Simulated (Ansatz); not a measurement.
Ansatz (a first-principles code) input (PBE0/6-31G*):

Ansatz 0.2 input:
```yaml
crystal:
  periodic: [false, false, false]
  atoms:
    - {symbol: Si, position_ang: [2.25643700, 0.27195417, 0.03568001]}
    - {symbol: C, position_ang: [0.34483924, 0.15184171, 0.00701989]}
    - {symbol: N, position_ang: [-0.47760948, 1.20450751, 0.00747311]}
    - {symbol: C, position_ang: [-1.82506118, 0.93342949, -0.01545942]}
    - {symbol: C, position_ang: [-2.06017219, -0.39855449, -0.03469011]}
    - {symbol: S, position_ang: [-0.57846580, -1.26791517, -0.02320305]}
    - {symbol: H, position_ang: [2.73252434, -0.37120665, -1.19849482]}
    - {symbol: H, position_ang: [2.49712192, 1.72621313, 0.06700191]}
    - {symbol: H, position_ang: [2.69852381, -0.41910622, 1.25648544]}
    - {symbol: H, position_ang: [-0.12267723, 2.15401228, 0.02410590]}
    - {symbol: H, position_ang: [-2.54165674, 1.73896094, -0.01640393]}
    - {symbol: H, position_ang: [-3.01287004, -0.90144196, -0.05449991]}
basis:
  gaussian:
    orbitals: 6-31G*
hamiltonian:
  xc: {name: PBE0}
total_charge: 1
```

End of the output:

```
integrals: 0.07 GiB planned
1097 factors; integrals over basis functions are off by at most 1.6e-3 eV
0.19 GiB of the device are held for the grids
0.67 GiB of device memory are held for the factors and their scratch space
mean field: 0.23 GiB planned
mean field evaluation 1: about -23382.0419 eV, gradient 6.2e1 eV
mean field evaluation 2: about -23371.8575 eV, gradient 8.8e1 eV
mean field evaluation 4: about -23390.7618 eV, gradient 7.1e0 eV
mean field evaluation 8: about -23391.2371 eV, gradient 1.2e0 eV
mean field evaluation 16: about -23391.2412 eV, gradient 5.4e-4 eV
mean field -23391.24124503 eV, -859.6122606022 hartree, gradient 2.0e-5 eV, S^2 0.000000; 0 other end points of the search recorded, 0 dependent functions left out
reference -23391.24127271 eV, -859.6122616194 hartree; 30, 30 occupied and 80, 80 virtual orbitals, 1097 factors
Total energy: -23391.24127271 eV, -859.6122616194 hartree
```

It need not be the lowest isomer of its formula.
